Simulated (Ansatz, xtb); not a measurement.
Pulling on the Te1–H2 bond in CH4Te (SMILES C[TeH]) (multiplicity 1 held, fragments rigid). Energies count from the point at 1.663 Å.
Geometry at that point (charge 0, multiplicity 1):
| atom | x (Å) | y (Å) | z (Å) |
|---|---|---|---|
| Te | 0.0120 | 0.2353 | 0.2318 |
| H | -0.3430 | 1.3648 | -0.9364 |
| C | -0.0305 | -1.4190 | -1.1661 |
| H | 0.7315 | -1.2755 | -1.9253 |
| H | -1.0182 | -1.4980 | -1.6087 |
| H | 0.1882 | -2.3118 | -0.5851 |

Active spaces are followed from a long bond inwards. Levels need not reach the same state.

Frozen-core correlation. Filled d and f shells under p-block atoms count as core.

Programs: Ansatz (an electronic-structure program); xtb for the GFN methods. Each number belongs to the level named beside it. In def2 rows elements past Kr take small-core potentials, without spin–orbit coupling. The GFN methods have no spin term and hold the electronic entropy of 300 K.

Problem. Give the energy at R = 5.322 Å at the level FIC-MRCISD+Q on CASSCF(2,2)/def2-SVP.

Solution. 2.94 eV

Problem. Give the energy at R = 5.322 Å at the level GFN2-xTB.

Solution. 3.88 eV

Problem. What is the computed energy at R = 5.322 Å (FIC-MRCISD on CASSCF(2,2)/def2-SVP)?

Solution. 2.91 eV
